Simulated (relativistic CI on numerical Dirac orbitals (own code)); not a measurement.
**What each ingredient does to the levels of Eu¹⁷⁺**

Base calculation: Dirac-Coulomb-Breit CI, orbitals from a KLI potential per configuration, a model potential for QED, unscaled Slater integrals.

CI space (outside the closed core [Ar] 3d10): 4s²4p⁶4d¹⁰, 4s²4p⁶4d⁹4f, 4s²4p⁵4d¹⁰4f, 4s²4p⁶4d⁹5s, 4s²4p⁶4d⁹5p, 4s4p⁶4d¹⁰4f, 4s²4p⁶4d⁹5d, 4s²4p⁵4d¹⁰5s, 4s²4p⁶4d⁹5f, 4s²4p⁶4d⁹6s, 4s²4p⁶4d⁹6p, 4s²4p⁵4d¹⁰5p, 4s²4p⁶4d⁹5g, 4s²4p⁶4d⁹6d, 4s²4p⁶4d⁹6f, 4s²4p⁵4d¹⁰5d, 4s²4p⁶4d⁹7s, 4s4p⁶4d¹⁰5s, 4s²4p⁶4d⁹7p, 4p⁶4d¹⁰4f², 4p⁶4d⁹4f³, 4p⁵4d¹⁰4f³, 4p⁶4d⁹4f²5s, 4p⁶4d⁹4f²5p, 4p⁶4d⁹4f²5d. Double excitations out of closed p, d and f shells are left out; levels of such configurations are missing from the list, as are those of other unlisted configurations, and high levels can miss mixing partners. These lack a partner that the ground configuration has and come out too high: 4s²4p⁵4d¹⁰5s, 4s²4p⁶4d⁹5f, 4s²4p⁶4d⁹6s, 4s²4p⁶4d⁹6p, 4s²4p⁵4d¹⁰5p.

The lowest level and the first level of each name with at least 55 % of one term (blank where a level has no safe partner in the second run):

```tsv
Level	Base (cm⁻¹)	Shift (cm⁻¹)
4s²4p⁶4d¹⁰ ¹S0	0	0
4s²4p⁶4d⁹4f ³P°0	1077615	+5984
4s²4p⁶4d⁹4f ³P°1	1085617	+5675
4s²4p⁶4d⁹4f ³P°2	1101873	+4926
4s²4p⁶4d⁹4f ³H°6	1116313	+2766
4s²4p⁶4d⁹4f ³H°5	1118062	+2115
4s²4p⁶4d⁹4f ³F°3	1133878	+569
4s²4p⁶4d⁹4f ³F°4	1142406	+627
4s²4p⁶4d⁹4f ³D°1	1153106	+795
4s²4p⁶4d⁹4f ³G°5	1153498	-670
4s²4p⁶4d⁹4f ³G°3	1195075	-760
4s²4p⁶4d⁹4f ¹F°3	1213490	-3233
4s²4p⁶4d⁹5s ³D3	1336579	+609
4s²4p⁶4d⁹5s ³D1	1385653	+565
4s²4p⁶4d⁹4f ¹P°1	1467892	-30411
4s²4p⁶4d⁹5p ³P°2	1558472	+1372
4s²4p⁶4d⁹5p ³F°2	1609965	+802
4s²4p⁶4d⁹5p ³F°4	1634940	+874
4s²4p⁶4d⁹5p ¹P°1	1643220	-92
4s²4p⁶4d⁹5p ¹D°2	1643562	-265
4s²4p⁶4d⁹5p ³D°3	1651322	-877
4s²4p⁶4d⁹5p ³P°0	1672118	+2197
```

At this charge energies of transitions that change n are usually good to better than 1 %, and those within a shell (Δn = 0) to a few per cent.

Question: One thing was changed in a second run, which moved the levels as shown. Which?
A. Breit term removed
B. QED terms removed
C. configuration mixing switched off
D. valence Slater integrals scaled by 0.9

Answer: D. Valence Slater integrals scaled by 0.9. Scaling acts on the splittings between terms and on the mixing, and leaves the fine structure of pure LS terms nearly alone; in jj coupling it moves the levels of one term differently.

LS names give the leading component of a level, which can be under half, so a name can repeat, a term be missing and a line seem to break the LS rules.
